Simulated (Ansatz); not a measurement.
Ansatz results at the PBE0-D4/def2-TZVP geometry: size of the dipole moment (PBE/def2-TZVPP) 1.00 D; LUMO energy (PBE/def2-TZVPP) -1.96 eV; LUMO energy (PBE0/def2-TZVPP) -0.84 eV.

Each molecule was computed in one conformer, which needn't be the lowest.

Task: Which molecule gave them?
A. `C=NC(F)[SiH2]N`
B. `FC[SiH](F)CCl`
C. `C[C@@]1(F)N[Si@@H]1N`
D. `C=NC(F)N[SiH3]`

Result: D. The others give `C[C@@]1(F)N[Si@@H]1N`: 1.95, -0.08, 0.75; `C=NC(F)[SiH2]N`: 1.42, -1.58, -0.53; `FC[SiH](F)CCl`: 0.88, -1.14, -0.12.
